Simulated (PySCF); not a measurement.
PySCF input for B(Me)(OH)(SH) (CH₅BOS), SMILES CB(O)S, B3LYP/pcSseg-1. Coordinates come from a B3LYP-D3(BJ)/def2-SVP optimisation. One conformer was computed; it need not be the lowest.

```python
import numpy as np
from pyscf import gto, scf, dft
from pyscf.prop.nmr import rks as nmr

mol = gto.M(
    atom='''
    B     0.11714822    0.40612950   -0.00000000
    C    -1.07383918    1.44245120    0.00000000
    H    -1.01222044    2.09934816   -0.88634549
    H    -1.01222044    2.09934816    0.88634549
    H    -2.06838678    0.97326904    0.00000000
    O     1.42744353    0.78011928    0.00000000
    H     1.54942867    1.73806759    0.00000000
    S    -0.25314179   -1.37705648    0.00000000
    H     1.03141337   -1.80343816   -0.00000000
    ''',
    basis='pcSseg-1',
    charge=0,
    spin=0,
    max_memory=1600,
    verbose=3,
)
mf = dft.RKS(mol, xc='b3lyp')
mf.grids.level = 3
mf.conv_tol = 1e-10
mf.max_cycle = 100
mf.kernel()
n = nmr.NMR(mf)
n.verbose = 2
n.max_cycle_cphf = 60
sigma = n.kernel()
print('atom   isotropic/ppm   span/ppm')
for i, s in enumerate(sigma):
    w = np.linalg.eigvalsh((s + s.T) / 2)
    print(f'{mol.atom_symbol(i):2s}{i + 1:3d} {w.mean():14.3f} {w[2] - w[0]:11.3f}')
```

Log of the run:

```
converged SCF energy = -539.471356458897
atom   isotropic/ppm   span/ppm
B   1         46.051      87.938
C   2        175.071      20.493
H   3         31.039       9.214
H   4         31.039       9.214
H   5         30.688       9.246
O   6        162.930     215.898
H   7         26.812      13.197
S   8        571.705     380.297
H   9         29.207      14.595
```

The calculation finished and met its thresholds.

Cost: about 11 core-seconds (a rough figure).
